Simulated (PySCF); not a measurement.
## Manganese: a sound run and one with changed settings

Sound run: Mn⁺ [Ar] 3d5 4s1, Mn²⁺ [Ar] 3d5. All numbers are calculated (PySCF 2.14, no relativity, point nucleus, in cc-pVTZ (7s6p4d2f1g, 68 functions)). In the sound run the correlated levels freeze [Ar]. The sound run starts from symmetry-adapted Hartree-Fock orbitals and uses a fine grid where one is needed.

Changed run: the spin-free X2C one-electron Hamiltonian (Gaussian nucleus). This setting is unsound on purpose.

```csv
species,method,sound run (hartree),changed run (hartree),converged
Mn⁺,UHF,-1149.64916,-1155.90495,yes
Mn⁺,TPSS,-1150.75786,-1157.01192,yes
Mn⁺,MN15,-1150.80758,-1157.05201,yes
Mn⁺,MP2,-1149.73397,-1155.99051,yes
Mn²⁺,UHF,-1149.10923,-1155.35977,yes
Mn²⁺,TPSS,-1150.17558,-1156.42302,yes
Mn²⁺,MN15,-1150.24574,-1156.48355,yes
Mn²⁺,MP2,-1149.17834,-1155.42921,yes
```

Ionisation energy of Mn⁺:

| method | sound run (eV) | changed run (eV) |
| --- | --- | --- |
| UHF | 14.692 | 14.835 |
| TPSS | 15.845 | 16.025 |
| MN15 | 15.288 | 15.468 |
| MP2 | 15.119 | 15.274 |
| SCS-MP2 | 14.835 | 14.981 |

Most of the change in total energy is the relativistic energy itself. On top of that the contraction fixes the core shape for the Hamiltonian it was made with, so the changed run is not a good calculation with the other Hamiltonian either.

For comparison, NIST gives 15.640 eV between the lowest levels.
